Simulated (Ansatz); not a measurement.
`[F][GeH2][SiH2]Cl`, charge 0, multiplicity 1.

Task: Give a relaxed structure at PBE0-D4/def2-TZVP (Ansatz). (Estimate.)

Result: The calculation gave: 
```xyz
8

F     1.064   -1.248   -1.647
Ge    0.814   -0.876    0.043
Si   -0.707    0.965    0.109
Cl   -2.570    0.325   -0.478
H     0.261   -2.160    0.681
H     2.208   -0.537    0.604
H    -0.806    1.488    1.495
H    -0.264    2.043   -0.806
```
